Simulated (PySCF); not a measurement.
Does the answer move with the share of exact exchange?

Species: C5H8Si.
Geometry (PBE0-D3(BJ)/def2-SVP, Å), atoms numbered from 1 in this order:
```
atom  x, y, z in Å
C1     3.2213    0.8129    0.4057
C2     2.2861    0.0439    0.3555
C3     1.1350   -0.8383    0.3222
Si4   -0.4270    0.0065    0.9730
C5    -2.0760   -0.5537    0.3297
C6    -1.5903    0.8035   -0.2291
H7     4.0566    1.4865    0.4487
H8     0.9223   -1.1700   -0.7086
H9     1.3283   -1.7491    0.9147
H10   -0.3114    0.5399    2.3525
H11   -2.9530   -0.5281    0.9862
H12   -2.1210   -1.3856   -0.3828
H13   -1.3241    0.8284   -1.2921
H14   -2.1578    1.6901    0.0746
```

PySCF, pcSseg-1 basis, density fitting, gas phase, PBE0-D3(BJ)/def2-SVP geometry. One functional is left out:

```
functional  exact exchange (%)  HOMO energy (eV)  LUMO energy (eV)  dipole moment (D)
     B97-D                   0             -5.69             -0.13              0.641
      BLYP                   0             -5.59             -0.10              0.636
      BP86                   0             -5.85             -0.33              0.679
       LDA                   0             -5.87             -0.45              0.722
      OPBE                   0             -5.73             -0.13              0.680
       PBE                   0             -5.75             -0.25              0.679
     B3LYP                  20             -6.66              0.46              0.582
     B97-2                  21             -6.63              0.63              0.594
      PBE0                  25             -6.88              0.65              0.601
 BHandHLYP                  50             -7.89              1.64              0.522
```

**Question.** Predict the row of mPW1PW91 (25 % exact exchange) by straight lines through the other rows, and check it.

**Answer.** 
```csv
property,line,computed,computed − line,"PBE0 (25 %), for comparison"
HOMO energy (eV),-6.83,-6.91,-0.08,-6.88
LUMO energy (eV),0.70,0.65,-0.05,0.65
dipole moment (D),0.591,0.588,-0.003,0.601
```

**Question.** Which of these properties follows the share of exact exchange most closely, and which least?

**Answer.** Most closely the HOMO energy, least the dipole moment; the correlations over the tabulated rows are HOMO energy -0.994, LUMO energy 0.986, dipole moment -0.903. The HOMO energy moves by -0.433 eV for every 10 %. Functionals with the same share still differ in their other parts: at 0 % BLYP and LDA differ by 0.28 eV in it.
